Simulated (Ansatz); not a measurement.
Geometry optimisation, RKS revPBE/6-31G* (Ansatz 0.2.0).

Input:

```yaml
crystal:
  periodic: [false, false, false]
  atoms:
    - { symbol: B, position_ang: [0.0, 0.0, 0.0] }
    - { symbol: F, position_ang: [0.0, 0.0, 1.32] }
    - { symbol: C, position_ang: [1.3856, 0.0, -0.8] }
    - { symbol: H, position_ang: [1.7152, -1.0462, -0.9702] }
    - { symbol: H, position_ang: [1.2491, 0.508, -1.7774] }
    - { symbol: H, position_ang: [2.1552, 0.5381, -0.2082] }
    - { symbol: "N", position_ang: [-1.3423, 0.0, -0.775] }
    - { symbol: H, position_ang: [-2.0112, -0.8164, -0.6764] }
    - { symbol: H, position_ang: [-1.5914, 0.8164, -1.4036] }
basis:
  gaussian: { orbitals: "6-31G*" }
hamiltonian:
  xc: revpbe
relax:
  f_tol: 0.02
  max_steps: 40
```

Launched with:

```bash
$ ansatz run input.yaml --threads 1 --pin off --max-ram 2048MiB --backend cpu --events-out ev --progress --plain --runs-dir out
```

Question: Where does it end, and by what steps?

Answer: The run converged. After 7 steps the energy has fallen by 1.098 eV; H8 moved furthest, 0.85 Å.

```tsv
step	energy less start (eV)	largest force component (eV/Å)	accepted
0	0.0000	2.885	yes
1	-0.4895	1.371	yes
2	-0.8252	1.044	yes
3	-1.0102	0.373	yes
4	-1.0846	0.240	yes
5	-1.0935	0.178	yes
6	-1.0973	0.047	yes
7	-1.0976	0.009	yes
```

```xyz
9
Properties=species:S:1:pos:R:3
B -0.043 -0.161 -0.093
F -0.061 -0.592 1.203
C 1.353 0.068 -0.814
H 1.931 -0.875 -0.851
H 1.266 0.446 -1.847
H 1.975 0.783 -0.244
N -1.294 0.055 -0.720
H -2.181 -0.099 -0.245
H -1.386 0.374 -1.680
```

Whether the end is a true minimum wasn't checked by a vibrational analysis.

Run time: 20 s on 1 thread of Arm Neoverse V1, on a shared host, peak memory 0.15 GiB.
